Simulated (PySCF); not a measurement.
C₅H₇ClF₂.
SMILES with atom numbers: `[CH3:1][C@@H:2]([Cl:3])[C@@H:4]1[C@H:5]([F:6])[C@@H:7]1[F:8]`

Structure used (GFN2-xTB), in Å, numbered top down from 1:
```xyz
15
C5H7ClF2 angstrom
C      1.899   -0.405    0.356
C      0.535    0.050    0.842
Cl     0.737    1.359    2.059
C     -0.314    0.592   -0.282
C     -1.813    0.449   -0.215
F     -2.353   -0.166    0.863
C     -1.026   -0.378   -1.190
F     -0.877   -1.705   -0.955
H      1.776   -1.229   -0.343
H      2.502   -0.744    1.194
H      2.419    0.410   -0.142
H      0.014   -0.762    1.354
H      0.075    1.495   -0.736
H     -2.469    1.234   -0.572
H     -1.109   -0.192   -2.255
```

NICS is the negative of the GIAO shielding at a point without a nucleus: at the ring centre (0) and 1 Å above and below it (1); zz is the component along the ring normal. Level: GIAO PBE0/pcSseg-1 (PySCF, non-relativistic, gas phase) on the GFN2-xTB geometry, one conformer.

Ring bond lengths (Å), with Mayer bond orders in brackets: C4–C5 1.507 (0.90), C5–C7 1.501 (0.91), C7–C4 1.508 (0.89).

Task: What do the NICS probes read (ppm)?

Result: 
```json
{"ring": "C4–C5–C7", "type": "3-membered carbocycle; formal bonds all single", "NICS(0)": "-29.9", "NICS(1), two faces": "-10.5 / -4.2", "NICS(1)zz, two faces": "-23.7 / -5.3", "rms pucker (Å)": "0.00", "centre to ring atoms, mean (Å)": "0.87"}
```

Task: What do they say, and how far can they be read as aromaticity?

Result: 
- C4–C5–C7: mean NICS(1)zz -14.5 ppm, shielded. C4, C5, C7 have four or more neighbours, so the value isn't read as a sign of a π ring current. The two faces differ by 18.4 ppm, so no symmetry operation interchanges them. NICS(0) lies 23 ppm below the mean NICS(1).

Task: What field does 7.05 T along the ring normal induce along that normal at the first NICS(1) probe listed for ring C4–C5–C7, 1 Å off the ring?

Result: NICSzz × B0 = -23.7 ppm × 7.05 T = -167 μT, against the applied field.

Hardware: Arm Neoverse N1, one thread, shared host with 64 logical CPUs at a one-minute load of 61. Cost: 46 s, 0.81 GiB resident at most. This is the whole shielding run at PBE0/pcSseg-1, SCF included.
